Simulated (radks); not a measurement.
Results of a calculation; reference values are marked as such.
Ionisation of Nb+, [Kr] 4d4, to Nb2+, [Kr] 4d3, under several functionals. Dirac Kohn-Sham, spin-unpolarised, spherical densities, point nucleus; open shells are shared between the two j in proportion to 2j + 1; a radial shooting solver on a logarithmic mesh with Libxc functionals.

| functional | E(Nb+) (hartree) | Exc (hartree) | IE (eV) | -e(HOMO) (eV) | <r> HOMO (bohr) | IE error (eV) |
|---|---|---|---|---|---|---|
| BP86 | -3820.71075 | -119.60379 | 14.161 | 9.385 | 2.068 | -0.159 |
| B86b exchange with PBE correlation | -3820.41074 | -119.30326 | 14.060 | 9.263 | 2.069 | -0.260 |
| LDA (Slater exchange, Perdew-Wang correlation) | -3815.78978 | -114.60869 | 14.273 | 9.480 | 2.072 | -0.047 |
| XLYP | -3820.81122 | -119.69392 | 14.024 | 9.236 | 2.090 | -0.296 |

NIST Atomic Spectra Database: 14.320 eV (semi-empirical). Closest: LDA (Slater exchange, Perdew-Wang correlation). The Delta-SCF values span 0.25 eV, the total energies 5.02 hartree. The highest occupied level is 4d5/2. Spin polarisation and multiplet splitting are left out, so open shells lie too high by an amount that depends on their filling. Sharing an open shell by 2j + 1 raises it above the true ground level by a part of the spin-orbit splitting, which enters the differences from NIST.

Beside tabulated values, note that spin-unpolarised runs miss the spin-polarisation part of the exchange energy of open shells.
